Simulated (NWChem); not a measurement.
Molecule: BCl

```xyz
2

B      0.0000     0.0000    -1.2974
Cl     0.0000     0.0000     0.4362
```
Atoms are numbered in this order, from 1.

Program: NWChem. Pople sets run with spherical d functions. Structure relaxed at the PBE-D3(BJ)/def2-SVP level. Static field.

| level | basis functions | isotropic polarisability (bohr³) | anisotropy (bohr³) |
|---|---|---|---|
| PBE0/6-31G* | 32 | 23.7 | 15.7 |
| PBE0/6-31+G* | 40 | 29.4 | 15.7 |
| PBE0/def2-SVP | 32 | 25.6 | 11.2 |
| PBE0/def2-SVPD | 47 | 32.9 | 11.3 |
| PBE0/def2-TZVP | 68 | 30.3 | 12.8 |
| PBE0/aug-cc-pVDZ | 50 | 32.7 | 12.2 |
| PBE0/def2-TZVPD | 83 | 33.3 | 11.7 |
| PBE0/aug-cc-pVTZ | 96 | 33.2 | 11.8 |
